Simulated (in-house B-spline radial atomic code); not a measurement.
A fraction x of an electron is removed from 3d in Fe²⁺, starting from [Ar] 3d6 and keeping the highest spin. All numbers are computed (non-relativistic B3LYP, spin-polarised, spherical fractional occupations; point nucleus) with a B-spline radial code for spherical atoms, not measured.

Caution: exact exchange at fractional occupations of open shells leaves self-interaction of up to several eV.

```json
{"x": "0", "E(x) - E(0) (eV)": "0.0000", "3d down level (eV)": "-22.171"}
{"x": "0.06", "E(x) - E(0) (eV)": "1.3558", "3d down level (eV)": "-23.024"}
{"x": "0.14", "E(x) - E(0) (eV)": "3.2438", "3d down level (eV)": "-24.177"}
{"x": "0.35", "E(x) - E(0) (eV)": "8.6454", "3d down level (eV)": "-27.287"}
{"x": "0.4", "E(x) - E(0) (eV)": "10.0286", "3d down level (eV)": "-28.044"}
{"x": "0.5", "E(x) - E(0) (eV)": "12.9096", "3d down level (eV)": "-29.579"}
{"x": "0.58", "E(x) - E(0) (eV)": "15.3256", "3d down level (eV)": "-30.824"}
{"x": "0.65", "E(x) - E(0) (eV)": "17.5218", "3d down level (eV)": "-31.928"}
{"x": "0.85", "E(x) - E(0) (eV)": "24.2275", "3d down level (eV)": "-35.146"}
{"x": "0.98", "E(x) - E(0) (eV)": "28.9353", "3d down level (eV)": "-37.288"}
{"x": "1", "E(x) - E(0) (eV)": "29.6844", "3d down level (eV)": "-"}
```

The exact functional would give a straight line between the two integer points. Deviations E(x) - E(0) - x[E(1) - E(0)], in eV: -0.425 at x = 0.06, -0.912 at x = 0.14, -1.744 at x = 0.35, -1.845 at x = 0.4, -1.933 at x = 0.5, -1.891 at x = 0.58, -1.773 at x = 0.65, -1.004 at x = 0.85, -0.155 at x = 0.98.

The curve lies below the straight line by up to 1.933 eV (at x = 0.5): convex, the delocalisation error, to which spherically averaged exact exchange adds.

Problem. How well does Slater's transition state (minus the level at half occupation) give the ionisation energy?

Solution. It gives 29.579 eV against 29.684 eV from the two total energies; NIST lists 30.65 eV, ground level to ground level. The end point has an open shell averaged over its orbitals, so its exact exchange keeps a self-interaction and this is no true integer point.
